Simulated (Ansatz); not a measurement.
Cost and result for the atomization energy of C3H5NSi, SMILES `C1=C[SiH2]C=N1` (10 atoms, 10 bonds).

Cartesian coordinates in Å:
```
C 0.213 -0.110 -1.380
C -0.203 -1.073 -0.547
Si -0.281 -0.293 1.129
C 0.309 1.335 0.361
N 0.494 1.205 -0.898
H 0.364 -0.240 -2.447
H -0.421 -2.074 -0.891
H 0.662 -0.849 2.135
H -1.638 -0.208 1.729
H 0.501 2.308 0.808
```

Charge 0, multiplicity 1. Geometry: relaxed with PBE0-D4/def2-TZVP. Program: Ansatz. All runs use 2 threads of an Arm Neoverse V1 on a shared host. Times are those of one run each, without the atoms' runs, and a repeat can differ threefold. Electronic energies, without spin–orbit coupling; frozen cores. CCSD(T)/CBS adds CCSD(T) − MP2 in def2-TZVPP to the MP2 limit, and its time is that of the two runs behind it. T1 = 0.015; the RHF reference is unstable towards UHF. B3LYP takes the VWN-RPA correlation (the form of Gaussian; ORCA's B3LYP/G).

CCSD(T)/CBS is a level of theory with its own doubt, some kJ/mol a heavy atom from the limit and from the frozen cores, so smaller differences don't rank the functionals.

| level | functions | wall time | atomization (kJ/mol) | difference from CCSD(T)/CBS | per bond |
| --- | --- | --- | --- | --- | --- |
| revPBE-D4/def2-TZVPP | 236 | 3.3 s | 4076.2 | 34.8 | 3.5 |
| BLYP-D4/def2-TZVPP | 236 | 3.5 s | 4070.4 | 29.0 | 2.9 |
| PBE-D4/def2-TZVPP (with forces) | 236 | 4 s | 4178.7 | 137.3 | 13.7 |
| CAM-B3LYP-D4/def2-TZVPP | 236 | 6 s | 4065.0 | 23.6 | 2.4 |
| CCSD(T)/def2-SVP | 99 | 6.5 s | 3825.8 | -215.6 | -21.6 |
| r2SCAN-D4/def2-TZVPP (with forces) | 236 | 7.5 s | 4056.8 | 15.4 | 1.5 |
| B3LYP-D4/def2-TZVPP (with forces) | 236 | 8 s | 4058.5 | 17.1 | 1.7 |
| B2PLYP/def2-TZVPP | 236 | 11 s | 4011.4 | -30.0 | -3.0 |
| PBE-QIDH/def2-TZVPP | 236 | 11 s | 4032.6 | -8.8 | -0.9 |
| ωB97M-V/def2-TZVPP (with forces) | 236 | 19 s | 4064.4 | 23.0 | 2.3 |
| MP2/def2-QZVPP | 448 | 57 s | 4073.8 | 32.4 | 3.2 |
| CCSD(T)/def2-TZVPP | 236 | 9.8 min | 3927.2 | -114.2 | -11.4 |
| CCSD(T)/CBS(def2) | – | 11 min | 4041.4 | 0.0 | 0.0 |

From r2SCAN to r2SCAN0 (25 % exact exchange), in def2-TZVPP and without D4, the atomization energy moves by −75.5 kJ/mol: exact exchange takes away binding that semilocal exchange gives to molecules. The D4 term adds +38.1 kJ/mol with B3LYP and +19.6 kJ/mol with PBE0; it sums over pairs of atoms, weighted by their polarisabilities, and B3LYP, whose exchange is more repulsive, gets the larger term. At CCSD(T), def2-SVP lies −215.6 kJ/mol from the extrapolated value and def2-TZVPP −114.2 kJ/mol: correlation converges slowly with the basis, and small sets miss more of it in the bonded molecule than in its fragments.
